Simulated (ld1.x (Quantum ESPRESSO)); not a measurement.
# Which change was made? (Ru, RRKJ)

ruthenium (Ru), norm-conserving RRKJ (Kleinman–Bylander form), made with ld1.x (Quantum ESPRESSO) 7.5 (LDA (PZ), scalar-relativistic). Core [Ar] 3d10, reference 4s2 4p6 4d6 5s0 5p0 (charge +2). Waves: 4s (bound): rc 1.65 bohr; 4d (bound): rc 1.55 bohr; 4p (bound): rc 1.90 bohr. Local part: the p channel. Core correction: a·sin(br)/r model core inside 1.55 bohr.

Cutoffs, loose and tight: the cutoffs (Ry, on a coarse ladder) from which the occupation-weighted sum of valence levels, in a spherical-Bessel basis at the reference potential, stays within 10 and 1 mRy of its value at 400 Ry. They do not see the model core or the augmentation charge, which bear on the density cutoff. Test errors are all-electron minus pseudo excitation energies from the reference, over the configurations 4s2 4p6 4d7 5s1 5p0; 4s2 4p6 4d7 5s0 5p0; 4s2 4p6 4d5 5s0 5p0; 4s2 4p6 4d7 5s0 5p1; 4s2 4p6 4d8 5s0 5p0; 4s2 4p5 4d7 5s1 5p0; 4s2 4p6 4d7 5s0.5 5p0 (two spin-polarised tests are not counted in the largest error); variants that change the core or the reference have their own tests.

The base gives: outcome: generated; cutoff, loose: 50 Ry; cutoff, tight: 70 Ry; bound ghosts: none; largest test error (meV): +881.

(1) After one change the result is: outcome: generated; cutoff, loose: 45 Ry; cutoff, tight: 55 Ry; bound ghosts: none; largest test error (meV): +2228. Which change was it?
A. all radii but the core radius scaled by about 0.89 (s 1.46, p 1.68, d 1.38 bohr)
B. all radii but the core radius scaled by about 0.75 (s 1.24, p 1.42, d 1.16 bohr)
C. all radii but the core radius scaled by about 1.14 (s 1.88, p 2.16, d 1.76 bohr)

Results:

(1) C. The others give: all radii but the core radius scaled by about 0.75 (s 1.24, p 1.42, d 1.16 bohr) → outcome: failed: compute_phi: phi has nodes before r_c | all radii but the core radius scaled by about 0.89 (s 1.46, p 1.68, d 1.38 bohr) → outcome: generated; cutoff, loose: 55 Ry; cutoff, tight: 100 Ry; bound ghosts: none; largest test error (meV): +357.
